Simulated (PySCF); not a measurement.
From one molecule to another.

First species: C4H15N2PSi2.
Numbering: `[CH2:1]=[CH:2][Si@@H:3]([N:4]([CH3:5])[CH3:6])[Si@H:7]([NH2:8])[PH2:9]` (hydrogens: H10, H11 on C1; H12 on C2; H13 on Si3; H14, H15, H16 on C5; H17, H18, H19 on C6; H20 on Si7; H21, H22 on N8; H23, H24 on P9)

Second species: C₆H₈FNSi₂.
SMILES: `CC#C[Si@]1(C#N)C[Si@@H](F)C1`

Levels: PBE0/pcSseg-1 for HOMO energy, LUMO energy and HOMO–LUMO gap. Geometries: GFN2-xTB. Each structure is a single optimised conformer of the isolated species, non-relativistic unless stated; the electronic structure was computed with PySCF and density fitting.

Values for the first species:

```
HOMO energy   : -6.23 eV
LUMO energy   : -0.58 eV
HOMO–LUMO gap : 5.65 eV
```

Problem. Estimate the same properties for the second species, and the change in each.

Solution. 
```
     property     first    second  second less first
  HOMO energy  -6.23 eV  -8.09 eV           -1.86 eV
  LUMO energy  -0.58 eV  -1.02 eV           -0.44 eV
HOMO–LUMO gap   5.65 eV   7.07 eV           +1.42 eV
```

